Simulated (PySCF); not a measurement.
## Radial density of Sc²⁺ (scandium, charge +2)

UHF, [Ar] 3d1, 2D determinant. All numbers are calculated (PySCF 2.14, the spin-free X2C one-electron Hamiltonian (Gaussian nucleus), in x2c-TZVPall (6s5p4d1f, 48 functions)).

| r (bohr) | 4πr²ρ (e/bohr) | 4πr²(ρα − ρβ) |
| --- | --- | --- |
| 0.00143 | 0.1922 | 0.0000 |
| 0.00241 | 0.4934 | 0.0000 |
| 0.00405 | 1.247 | 0.0000 |
| 0.00681 | 3.019 | -0.0001 |
| 0.0115 | 6.792 | -0.0002 |
| 0.0193 | 13.46 | -0.0003 |
| 0.0324 | 21.60 | -0.0004 |
| 0.0545 | 24.72 | -0.0005 |
| 0.0918 | 19.55 | -0.0007 |
| 0.154 | 20.68 | 0.0016 |
| 0.260 | 26.08 | 0.0319 |
| 0.437 | 11.95 | 0.1728 |
| 0.734 | 7.718 | 0.4636 |
| 1.24 | 7.107 | 0.5915 |
| 2.08 | 1.208 | 0.2976 |
| 3.49 | 0.04833 | 0.0371 |
| 5.88 | 0.0006962 | 0.0007 |

Densities and radii are taken from the X2C orbitals without a picture-change correction, which distorts them close to the nucleus.
